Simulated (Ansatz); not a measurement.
A made-up structure of CH2LiSe, doublet:

| atom | x (Å) | y (Å) | z (Å) |
| --- | --- | --- | --- |
| Li1 | -0.3785 | -1.0415 | 1.3702 |
| Se2 | 0.2974 | 0.1667 | -0.2788 |
| C3 | -1.5430 | 0.3477 | -0.0512 |
| H4 | 0.8164 | -0.6721 | -1.4221 |
| H5 | 1.2083 | 1.2744 | 0.1941 |

It is relaxed with PBE-D4/def2-SVP and then PBE0-D4/def2-TZVP (Ansatz 0.2.0). Atoms count as bonded within 1.22 times the sum of their covalent radii (H–H: 0.88 Å). The end point is not checked to be a true minimum.

(1) Does its bonding change? (Judge from chemistry; the calculation decides.)

## Answers

(1) Computed: Yes. Formed: none; broken: Li1–Se2.

Where it ends: The first stage lowers the energy by 1.88 eV in 14 steps. It ends as CH₂LiSe ([Li][C][SeH2]):
Li1  (-1.927, -0.976, 1.660)
Se2  (0.935, 0.003, -0.233)
C3  (-0.578, -0.372, 0.595)
H4  (0.823, -0.092, -1.765)
H5  (1.147, 1.512, -0.444)
(Å)

Labels in which every atom is bracketed show which atoms are joined, not bond orders.

For scale, one of the runs: PBE0-D4/def2-TZVP relaxation, 105 basis functions, launched by `ansatz run in.yaml --threads 2 --pin off --events-out ev --progress --plain --max-ram 4352MiB`. Hardware: 2 CPU threads of an Arm Neoverse V2, shared host. Wall time about 36 s.
